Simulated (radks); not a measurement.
The numbers below are computed, except where a source is named.
Spherical quantum dot in the effective-mass picture: electrons in a hard-walled sphere of radius 1.98, with a point charge +1 (a donor) at the centre, all in effective atomic units (hartree* = m*/eps^2 hartree, bohr* = eps/m* bohr), one dielectric constant everywhere. Level of theory: non-relativistic Kohn-Sham, exchange-only LDA, spin-polarised, spherical densities (a radial shooting solver with Libxc functionals). Levels are named by radial order and angular momentum (1s, 1p, 1d, 2s, ...), and open shells are averaged over m. Results are scaled to m* = 0.101 and eps = 5.6, for which hartree* = 87.64 meV and bohr* = 2.934 nm.

N = 33, configuration 1s2 1p6 1d10 2s2 1f(up 7, down 6). This is the lowest configuration that the search found. Occupied and some empty levels:

level    occupation  eigenvalue (meV)  <r> (nm)
1s up             1            1971.5     3.669
1s down           1            1973.2     3.665
1p up             3            2040.7     3.949
1p down           3            2042.7     3.948
1d up             5            2148.8     4.121
1d down           5            2150.8     4.120
2s up             1            2292.2     2.491
1f up             7            2292.5     4.251
2s down           1            2292.9     2.492
1f down           6            2294.6     4.251
1g up             0            2469.3     4.357
1g down           0            2471.4     4.357
2p up             0            2528.2     3.002
2p down           0            2529.2     3.002
2d up             0            2772.5     3.297
2d down           0            2773.7     3.297

Energy (meV): total 41188.6, kinetic 14206, external -2348.4, Hartree 31691, exchange-correlation -2360.2.

Electron density:

r (nm)  n(r) (e/nm^3)
0.309         0.09068
0.599         0.07335
0.888         0.05889
1.18          0.04716
1.47          0.03821
1.76          0.03218
2.04          0.02935
2.33          0.02998
2.62          0.03416
2.91          0.04162
3.20          0.05148
3.49          0.06210
3.78          0.07080
4.07          0.07474
4.36          0.07122
4.65          0.05914
4.94          0.04068
5.23          0.02054
5.51         0.005523
5.80       0.00001229
